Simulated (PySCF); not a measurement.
Spinor energies of Ga (gallium, neutral)

Start: [Ar] 3d10 4s2 4p1; 4p1/2 filled at m_j = +1/2. Calculated with PySCF 2.14 in x2c-TZVPall-2c with one added diffuse shell each of s, p, d type (7s8p5d1f, 63 functions): generalised Hartree-Fock with the X2C-1e Hamiltonian and a Gaussian nucleus; one run each with spin-orbit coupling (SO) switched off, then screened by Boettger's factors.

```csv
spinor shell,electrons,"ε, spin-free (eV)","ε, screened SO (eV)",weight of nominal j (screened SO),"rms radius, screened SO (bohr)"
1s1/2,2,-10441.5,-10441.2,1.000,0.0560
2s1/2,2,-1341.2,-1341.1,1.000,0.235
2p1/2,2,-1163.0,-1182.0,1.000,0.209
2p3/2,4,-1163.0,-1153.8,1.000,0.212
3s1/2,2,-179.04,-178.97,1.000,0.698
3p1/2,2,-123.09,-125.73,1.000,0.730
3p3/2,4,-123.09,-121.73,1.000,0.741
3d3/2,4,-31.698,-31.956,0.998,0.897
4s1/2,2,-11.865,-11.830,0.996,2.65
4p1/2,1,-5.864,-5.932,0.954,3.67
```

Task: Where does 3d5/2 lie, and what is the 3d spin-orbit splitting (screened SO)?

Result: At -31.421 eV, 0.535 eV above 3d3/2.

| quantity | spin-free | screened SO |
| --- | --- | --- |
| E (hartree) | -1942.13728 | -1942.20265 |
| M_J | 1/2 | 1/2 |
| ⟨J²⟩ | 1.075 | 0.906 |
| ⟨L²⟩ | 2.052 | 2.054 |
| ⟨S²⟩ | 0.767 | 0.769 |

⟨J²⟩ departs a little from M_J(M_J + 1) because the unrestricted spinors polarise the closed shells.

Without spin-orbit coupling the j labels of p, d and f shells carry no meaning; the spin-free column gives the mean over the occupied spinors of each nl shell, and its ⟨J²⟩ belongs to a mixture of degenerate components.
